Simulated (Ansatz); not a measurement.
Cost against result

The pair of OH⁻ (SMILES [OH-], atoms 1–2) and CH3I (SMILES CI, atoms 3–7), both closed shells, in one local arrangement (a lower one may exist), relaxed at PBE0-D4/def2-TZVPD:

```json
{"atom": "O1", "x (Å)": "-0.1041", "y (Å)": "-0.4134", "z (Å)": "-3.0666"}
{"atom": "H2", "x (Å)": "-0.0058", "y (Å)": "0.4909", "z (Å)": "-3.3787"}
{"atom": "C3", "x (Å)": "0.0289", "y (Å)": "0.0041", "z (Å)": "1.5214"}
{"atom": "I4", "x (Å)": "-0.0336", "y (Å)": "-0.1795", "z (Å)": "-0.7225"}
{"atom": "H5", "x (Å)": "-0.3147", "y (Å)": "-0.9312", "z (Å)": "1.9681"}
{"atom": "H6", "x (Å)": "1.0525", "y (Å)": "0.2082", "z (Å)": "1.8416"}
{"atom": "H7", "x (Å)": "-0.6234", "y (Å)": "0.8208", "z (Å)": "1.8368"}
```

Interaction energies are counterpoise-corrected; the time is that of the whole pair.

Program: Ansatz 0.2.0. Basis: as named in each row. Cores are frozen in the correlated methods. Filled d shells of the heavier atoms are correlated. Core potentials replace the inner electrons of the atoms past krypton. The def2 sets are not built for correlating such inner shells, so the correlated values are less sure here. B3LYP uses VWN-RPA correlation. Extrapolation: Hartree–Fock as exp(−7.88 √X), correlation as X^−2.97.

Times are rough, for one single point on 4 threads of a shared host (Intel Xeon 6975P-C).

The estimate by CCSD(T) at an estimated basis limit (MP2 extrapolated from triple and quadruple zeta, plus CCSD(T) − MP2 in triple zeta) is -25.60 kcal/mol.

```csv
method,basis,time (s),interaction energy (kcal/mol),method less estimate
SPW92,def2-SVP,under 1,-47.73,-22.14
PBE-D4,def2-SVP,under 1,-41.24,-15.64
PBE0-D4,def2-SVP,under 1,-39.30,-13.70
PBE-D4,def2-TZVPPD,under 1,-29.90,-4.30
revPBE-D4,def2-TZVPPD,under 1,-28.23,-2.63
BLYP-D4,def2-TZVPPD,under 1,-26.12,-0.53
CCSD(T),def2-SVP,1,-27.31,-1.72
PBE0-D4,def2-TZVPPD,1,-28.99,-3.39
B3LYP-D4,def2-TZVPPD,1,-26.21,-0.61
HSE06-D4,def2-TZVPPD,1,-29.21,-3.61
wB97M-V,def2-SVP,1,-34.50,-8.90
r2SCAN-D4,def2-TZVPPD,1,-29.76,-4.16
B2PLYP,def2-TZVPPD,2,-23.90,1.69
B97M-V,def2-TZVPPD,2,-29.22,-3.62
wB97X-V,def2-TZVPPD,2,-25.05,0.55
wB97M-V,def2-TZVPPD,3,-25.06,0.53
MP2,def2-QZVPPD,6,-24.56,1.04
CCSD(T),def2-TZVPPD,24,-22.56,3.04
```

T1 diagnostic: at most 0.026.
